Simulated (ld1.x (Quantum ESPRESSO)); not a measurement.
# What the settings do to the RRKJ potential of copper (Cu)

Base potential:

copper, norm-conserving RRKJ (Kleinman–Bylander form), made with ld1.x (Quantum ESPRESSO) 7.5 (LDA (PZ), scalar-relativistic). Core [Ne], reference 3s2 3p6 3d10 4s0 4p1. Waves: 3p (bound): rc 1.10 bohr; 3d (bound): rc 1.35 bohr; 3s (bound): rc 1.05 bohr. Local part: the s channel. Core correction: Bessel-smoothed model core inside 0.75 bohr.

Occupied shells without a wave of their own: 4p. They enter only through the test configuration that unscreens the potential, and ld1.x also counts them in the model core charge.

All-electron outer shells of the reference configuration (LDA (PZ), scalar-relativistic, ld1.x):

```tsv
shell	level (eV)	outermost node (bohr)	outermost maximum (bohr)
2s	-1062.35	0.07	0.20
2p	-918.40	–	0.16
3s	-116.25	0.29	0.61
3p	-74.14	0.26	0.62
3d	-7.40	–	0.60
4s	-6.32	0.89	2.19
4p	-1.86	0.97	3.22
```

Cutoffs, loose and tight: the cutoffs (Ry, on a coarse ladder) from which the occupation-weighted sum of valence levels, in a spherical-Bessel basis at the reference potential, stays within 10 and 1 mRy of its value at 400 Ry. They do not see the model core or the augmentation charge, which bear on the density cutoff. Test errors are all-electron minus pseudo excitation energies from the reference, over the configurations 3s2 3p6 3d10 4s1 4p0; 3s2 3p6 3d10 4s0 4p0; 3s2 3p6 3d9 4s0 4p0; 3s2 3p6 3d10 4s0.5 4p0; 3s2 3p6 3d8 4s0 4p0; 3s2 3p6 3d9 4s1 4p1; 3s2 3p5 3d10 4s1 4p0 (two spin-polarised tests are not counted in the largest error). A dash means not determined; rows that change the core or the reference have their own tests.

With those shells counted twice in exchange and correlation these files are broken, and their errors move erratically; no question is asked of them.

```csv
change,outcome,"cutoff, loose","cutoff, tight",bound ghosts,largest test error (meV)
base,generated,140 Ry,180 Ry,none,-755
"all radii but the core radius scaled by about 0.75 (s 0.78, p 0.82, d 1.02 bohr)",generated,230 Ry,over 300 Ry,none,-531
"all radii but the core radius scaled by about 0.84 (s 0.88, p 0.92, d 1.14 bohr)",generated,200 Ry,300 Ry,none,-590
"all radii but the core radius scaled by about 0.92 (s 0.96, p 1.02, d 1.24 bohr)",generated,160 Ry,260 Ry,none,-652
"all radii but the core radius scaled by about 1.03 (s 1.08, p 1.14, d 1.40 bohr)",generated,120 Ry,180 Ry,none,+825
"all radii but the core radius scaled by about 1.13 (s 1.18, p 1.24, d 1.52 bohr)",generated,100 Ry,160 Ry,none,+1202
"all radii but the core radius scaled by about 1.18 (s 1.24, p 1.30, d 1.58 bohr)",generated,90 Ry,140 Ry,none,+1498
"all radii but the core radius scaled by about 1.31 (s 1.38, p 1.44, d 1.76 bohr)",generated,80 Ry,110 Ry,none,"no test is counted, since the test run did not reproduce the reference configuration"
"all radii but the core radius scaled by about 1.39 (s 1.46, p 1.54, d 1.88 bohr)",generated,70 Ry,100 Ry,none,"no test is counted, since the test run did not reproduce the reference configuration"
```

Reading the sweep of the scale of all radii but the core radius (base = 1) (base included, trends over the rows without a ghost): The loose cutoff falls from 230 Ry at 0.75 to 70 Ry at 1.39. A larger radius leaves more room for a smooth pseudo-wave, so fewer plane waves are needed; a smaller one forces it to follow the all-electron wave where it bends sharply. The median size of the test errors (rows with all tests solved) rises from 90.6 meV at 0.75 to 858.9 meV at 1.18. More of the atom is replaced by a form fitted at one configuration, so other configurations suffer as the radius grows.
